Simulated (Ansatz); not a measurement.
CH7BOSi can be A, `CB[SiH2]O`, or B, `C[SiH2]BO`.

Program: Ansatz. Geometries: PBE0-D4/def2-TZVP. ΔE: electronic, gas phase. CCSD(T)/CBS is the MP2 limit (def2-TZVPP, def2-QZVPP) plus CCSD(T) − MP2 in def2-TZVPP, frozen cores. Functionals use def2-TZVPP. B3LYP here is the variant with VWN-RPA as its local correlation; programs differ in this. One conformer a species, not always the lowest.

A:

```xyz
11

C     1.351   -0.194   -0.992
B     0.809    0.291    0.379
Si   -1.134    0.316    0.910
O    -2.211   -0.043   -0.301
H     0.629   -0.215   -1.811
H     1.647   -1.241   -0.803
H     2.268    0.305   -1.315
H     1.602    0.618    1.223
H    -1.523    1.677    1.371
H    -1.314   -0.618    2.067
H    -2.124   -0.896   -0.727
```

B:

```xyz
11

C     1.057    0.025   -1.326
Si   -0.666   -0.170   -0.611
B    -0.744    0.037    1.404
O     0.405    0.277    2.078
H     1.459    1.014   -1.095
H     1.736   -0.718   -0.899
H     1.054   -0.099   -2.411
H    -1.590    0.832   -1.226
H    -1.220   -1.511   -0.969
H    -1.775   -0.047    2.025
H     0.285    0.361    3.029
```

Question: Which is lower in electronic energy at CCSD(T)/CBS, and by how much? (Estimate.)

Answer: Ansatz gave: B, by 50.1 kJ/mol.

Question: Give E(B) − E(A) in kJ/mol with r2SCAN-D4, B3LYP, PBE-D4, CCSD(T)/def2-TZVPP, PBE0-D4, B2PLYP, BLYP-D4. (An estimate is asked.)

Answer: The calculation gave: r2SCAN-D4 -50.5, B3LYP -51.0, PBE-D4 -57.4, CCSD(T)/def2-TZVPP -53.1, PBE0-D4 -54.1, B2PLYP -51.2, BLYP-D4 -53.5. None reverses the order clearly.

Question: Does the order hold for the free energy at 298.15 K (harmonic terms from PBE0-D4)? (Best estimate.)

Answer: Ansatz gave: Yes: G(B) − G(A) = -43.2 kJ/mol, for one conformer each.

Largest T1 diagnostic: 0.013.

From BLYP to BHLYP (50 % exact exchange), in def2-TZVPP and without D4, E(B) − E(A) moves by +6.7 kJ/mol. Leaving LDA and LC-ωPBE aside and taking each functional with its dispersion term where it has one, the values, not all of them listed here, spread over 10.5 kJ/mol, from PBE-D4 to BHLYP-D4.
